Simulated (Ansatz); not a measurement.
Program: Ansatz. Geometries: PBE0-D4/def2-TZVP. ΔE: electronic, gas phase. CCSD(T)/CBS is the MP2 limit (def2-TZVPP, def2-QZVPP) plus CCSD(T) − MP2 in def2-TZVPP, frozen cores. DFT in def2-TZVPP. B3LYP here is the variant with VWN-RPA as its local correlation; programs differ in this. One conformer a species, not always the lowest.

Consider the cleavage of the Si–Si bond: `C[SiH](N)[SiH2]N` + `N[SiH](O)S` → `N[SiH2]S[SiH](N)O` + `C[SiH2]N`.

`C[SiH](N)[SiH2]N`:

Z-matrix (Å, degrees):
```
C
Si 1 1.871
H 1 1.092 2 111.1
H 1 1.093 2 110.5 3 120.3
H 1 1.094 2 110.9 3 -120.4
N 2 1.733 1 108.9 3 59.2
Si 2 2.353 1 113.4 3 -55.3
H 2 1.500 1 106.8 3 -176.6
H 6 1.009 2 117.5 1 -162.7
H 6 1.009 2 119.8 1 58.5
N 7 1.732 2 105.0 1 111.1
H 7 1.500 2 110.3 1 -13.7
H 7 1.490 2 113.3 1 -131.7
H 11 1.009 7 117.5 2 -43.2
H 11 1.008 7 120.1 2 177.2
```

`N[SiH](O)S`:

```xyz
9

N    -1.005   -0.952    0.374
Si    0.227    0.009   -0.285
O     1.727   -0.498    0.161
S     0.070    2.008    0.454
H    -1.254   -1.830   -0.052
H    -1.195   -0.943    1.363
H     0.074   -0.044   -1.759
H     2.477    0.022   -0.132
H    -1.122    2.229   -0.125
```

`N[SiH2]S[SiH](N)O`:

Cartesian coordinates in Å:
```
N 1.943 1.006 0.320
Si 0.430 1.864 0.446
S -1.075 0.527 1.095
Si -0.981 -0.928 -0.520
N -1.796 -2.354 -0.104
O 0.586 -1.244 -0.820
H 2.353 0.666 1.179
H 2.657 1.428 -0.257
H 0.196 2.400 -0.919
H 0.433 2.978 1.429
H -1.700 -0.350 -1.679
H -1.488 -2.952 0.644
H -2.772 -2.472 -0.316
H 1.215 -0.570 -0.496
```

`C[SiH2]N`:

Cartesian coordinates in Å:
```
C -0.916 -0.935 0.493
Si 0.252 0.522 0.378
N 1.035 0.757 -1.136
H -1.359 -0.994 1.491
H -0.394 -1.876 0.300
H -1.731 -0.846 -0.231
H 1.323 0.346 1.397
H -0.517 1.764 0.664
H 1.780 0.147 -1.429
H 0.527 1.116 -1.927
```

```tsv
level	ΔE (kcal/mol)
PBE	-21.5
r2SCAN	-23.9
PBE0	-22.2
B3LYP	-22.4
MP2/def2-TZVPP	-25.9
CCSD/def2-TZVPP	-22.6
HF/CBS(def2)	-22.8
MP2/CBS(def2)	-26.5
```

Task: What does CCSD(T)/CBS give? (An estimate is asked.)

Result: The calculation gave: -23.9 kcal/mol. The listed levels differ from it by 2.4, 0.0, 1.7, 1.5, -2.0, 1.3, 1.1, -2.6 kcal/mol.

Largest T1 diagnostic among the species: 0.012.

The D4 term adds −1.0 kcal/mol with B3LYP and −0.5 kcal/mol with PBE0; it sums over pairs of atoms, weighted by their polarisabilities, and B3LYP, whose exchange is more repulsive, gets the larger term.
